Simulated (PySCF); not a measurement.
ClSr, charge +1, singlet, at a GFN2-xTB geometry (such geometries of metal compounds can be far from the true shape) (core potentials on Sr). Base run: PBE/def2-TZVP (PySCF).

Here is a job for PySCF.
```python
from pyscf import gto, scf, dft

mol = gto.M(
    atom='''
Sr   -0.00000000   -0.00000000   -0.76811428
Cl    0.00000000    0.00000000    1.71696133
''',
    basis='def2-tzvp',
    ecp={'Sr': 'def2-tzvp'},
    charge=1,
    verbose=4,
)

mf = dft.RKS(mol)
mf.xc = 'pbe'
mf.kernel()
mf.analyze()
```

Each row names what was changed in the base input (with any setting that the change needs).

| change | ΔE vs base (µEh) | grid points | electrons on the grid |
|---|---|---|---|
| base | 0.0 | 40792 | 26.00000 |
| grids.atom_grid = (99, 590) | -0.4 | 58584 | 26.00000 |
| small_rho_cutoff = 0 | 0.0 | 40792 | 26.00000 |
| grids.level = 5 | 1.0 | 90376 | 26.00000 |
| grids.prune = off | 0.0 | 75952 | 26.00000 |
| grids.level = 7 | 0.6 | 176200 | 26.00000 |
| grids.prune = dft.gen_grid.treutler_prune | 0.1 | 40496 | 26.00000 |
| grids.radi_method = mura_knowles | -0.3 | 35104 | 26.00000 |
| grids.radi_method = gauss_chebyshev | 0.2 | 38168 | 26.00000 |
| grids.atom_grid = (150, 974) | 0.5 | 145560 | 26.00000 |
| grids.level = 1 | 65.2 | 14408 | 25.99994 |
